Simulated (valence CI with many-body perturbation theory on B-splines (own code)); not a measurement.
Results of a calculation; reference values are marked as such.
## Energy levels of Sr32+

Level of theory: configuration interaction combined with many-body perturbation theory (CI+MBPT): four valence electrons over a frozen Dirac-Fock core [He], radial functions for each j: 11 s, 11 p, 10 d, 8 f, 5 g, 2 h, with the one-electron correlation potential Σ1 (screened to all orders), the two-electron term Σ2, the three-electron term Σ3, Breit, model QED; selected single and double excitations, second order for the rest, scaled by the run's own slope (own B-spline code, finite nucleus).

The last digits are not significant, and no measured levels were compared; by estimate large intervals hold to a few tenths of a per cent, small ones and those within an open d or f shell to about a per cent. Among the levels kept, up to 1100 cm⁻¹ of a level comes from second order outside the variational space, and about a tenth of that is noise between levels of different J, which matters for small intervals.

Levels 136 to 180 of 195, with energies above the lowest level, (2s^2 2p1/2^2) J=0. "Leading %" is the weight of the configuration and term that name the level; weights of strongly mixed levels are sums over their largest components and can fall short. In the jj column 3d3/2^4 stands for four electrons in 3d with j = 3/2.

```
No.  Configuration  Term  J  E (eV)  Leading %      g                  Leading jj
136      2s 2p2 3d    3G  5  2624.5         68  1.257     2s 2p3/2^2 3d5/2 (88 %)
137      2s 2p2 3d    3D  3  2625.4         42  1.305     2s 2p3/2^2 3d3/2 (67 %)
138      2s 2p2 3d    3D  2  2626.8         34  1.325     2s 2p3/2^2 3d3/2 (85 %)
139      2s 2p2 3d    3P  1  2629.5         37  1.572     2s 2p3/2^2 3d3/2 (79 %)
140      2s 2p2 3p   3D°  3  2630.0         74  1.280     2s 2p3/2^2 3p3/2 (89 %)
141      2s 2p2 3p   3P°  0  2630.0         65            2s 2p3/2^2 3p3/2 (85 %)
142      2s 2p2 3d    3F  4  2632.6         40  1.121     2s 2p3/2^2 3d3/2 (84 %)
143      2s 2p2 3p   3P°  2  2633.3         82  1.462     2s 2p3/2^2 3p3/2 (91 %)
144         2p3 3p    5P  1  2634.8         36  1.667  2p1/2^2 2p3/2 3p1/2 (86 %)
145      2s 2p2 3p   1P°  1  2635.0         48  1.215     2s 2p3/2^2 3p3/2 (90 %)
146         2p3 3p    5P  2  2635.9         28  1.351  2p1/2^2 2p3/2 3p1/2 (86 %)
147      2s 2p2 3d    3P  0  2638.9         50            2s 2p3/2^2 3d5/2 (75 %)
148      2s 2p2 3p   3P°  2  2640.3         43  1.257     2s 2p3/2^2 3p3/2 (88 %)
149      2s 2p2 3d    3D  3  2641.0         39  1.143     2s 2p3/2^2 3d5/2 (72 %)
150      2s 2p2 3d    3S  1  2642.7         31  1.475     2s 2p3/2^2 3d5/2 (80 %)
151      2s 2p2 3d    3P  2  2645.4         38  1.242     2s 2p3/2^2 3d5/2 (88 %)
152      2s 2p2 3p   1P°  1  2650.8         48  1.167     2s 2p3/2^2 3p3/2 (79 %)
153         2p3 3p    5P  3  2655.4         46  1.431  2p1/2^2 2p3/2 3p3/2 (89 %)
154         2p3 3p    3P  1  2656.9         42  1.479  2p1/2^2 2p3/2 3p3/2 (90 %)
155         2p3 3s   3D°  2  2660.9         43  1.486     2p1/2 2p3/2^2 3s (91 %)
156         2p3 3p    3P  2  2666.7         32  1.337  2p1/2^2 2p3/2 3p3/2 (82 %)
157         2p3 3s   3D°  1  2668.7         42  1.277     2p1/2 2p3/2^2 3s (84 %)
158      2s 2p2 3d    3D  1  2671.3         45  0.792     2s 2p3/2^2 3d3/2 (76 %)
159      2s 2p2 3d    3F  3  2674.2         41  1.171     2s 2p3/2^2 3d5/2 (51 %)
160      2s 2p2 3d    3F  4  2674.6         77  1.203     2s 2p3/2^2 3d5/2 (92 %)
161         2p3 3s   3D°  3  2675.1         94  1.324     2p1/2 2p3/2^2 3s (94 %)
162      2s 2p2 3d    3D  2  2675.5         47  0.986     2s 2p3/2^2 3d3/2 (89 %)
163         2p3 3p    3P  0  2677.7         80         2p1/2^2 2p3/2 3p3/2 (79 %)
164      2s 2p2 3d    3D  2  2677.7         41  1.219     2s 2p3/2^2 3d3/2 (58 %)
165      2s 2p2 3d    3D  3  2678.2         77  1.279     2s 2p3/2^2 3d5/2 (75 %)
166      2s 2p2 3d    3D  1  2678.7         84  0.612     2s 2p3/2^2 3d3/2 (87 %)
167         2p3 3s   1D°  2  2679.5         67  1.050     2p1/2 2p3/2^2 3s (96 %)
168      2s 2p2 3d    3P  0  2682.7         77            2s 2p3/2^2 3d3/2 (85 %)
169      2s 2p2 3d    1F  3  2683.5         61  1.087     2s 2p3/2^2 3d5/2 (55 %)
170      2s 2p2 3d    1D  2  2683.7         54  1.075     2s 2p3/2^2 3d5/2 (81 %)
171      2s 2p2 3d    3P  1  2686.1         56  1.317     2s 2p3/2^2 3d5/2 (73 %)
172         2p3 3d   3D°  2  2690.7         31  1.098  2p1/2^2 2p3/2 3d3/2 (91 %)
173         2p3 3d   5D°  3  2692.5         36  1.246  2p1/2^2 2p3/2 3d3/2 (75 %)
174         2p3 3p    5P  1  2693.7         32  1.497  2p1/2 2p3/2^2 3p1/2 (92 %)
175         2p3 3d   5D°  0  2694.6         50         2p1/2^2 2p3/2 3d3/2 (88 %)
176         2p3 3d   5D°  1  2694.6         49  1.274  2p1/2^2 2p3/2 3d3/2 (87 %)
177      2s 2p2 3d    1D  2  2696.5         60  1.083     2s 2p3/2^2 3d5/2 (63 %)
178         2p3 3d   5D°  4  2697.1         47  1.326  2p1/2^2 2p3/2 3d5/2 (91 %)
179         2p3 3p    3F  2  2699.3         28  1.160  2p1/2 2p3/2^2 3p1/2 (84 %)
180         2p3 3s   3P°  0  2700.4         96            2p1/2 2p3/2^2 3s (96 %)
```
